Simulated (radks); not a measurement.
Task: The mean radii <r> (bohr) of the occupied orbitals of an atom or ion are listed with their occupations. Calculated with a radial shooting solver on a logarithmic mesh with Libxc functionals: Dirac Kohn-Sham, PBE, spin-unpolarised, spherical densities, finite nucleus; Fermi nuclear charge, rms radius of each element as measured or else 0.836 A^(1/3) + 0.57 fm.

| orbital | occ. | <r> |
|---|---|---|
| 1s1/2 | 2 | 0.01966 |
| 2s1/2 | 2 | 0.08274 |
| 2p1/2 | 2 | 0.06872 |
| 2p3/2 | 4 | 0.07621 |
| 3s1/2 | 2 | 0.2148 |
| 3p1/2 | 2 | 0.2045 |
| 3p3/2 | 4 | 0.2181 |
| 3d3/2 | 4 | 0.1914 |
| 3d5/2 | 6 | 0.1956 |
| 4s1/2 | 2 | 0.4487 |
| 4p1/2 | 2 | 0.4482 |
| 4p3/2 | 4 | 0.4698 |
| 4d3/2 | 4 | 0.4641 |

Name the element and its charge. Open shells, if any, fill j = l - 1/2 first.

Result: Z = 70, ytterbium, charge +30: Yb30+ in [Kr] 4d4. The 1s radius gives Z: for a bare nucleus <r> = (2 gamma + 1)/(2Z) with gamma = sqrt(1 - (Z/c)^2), 0.01942 bohr for Z = 70, and screening makes it slightly larger (0.01966 here). The occupations add up to 40, and the charge is Z minus that.
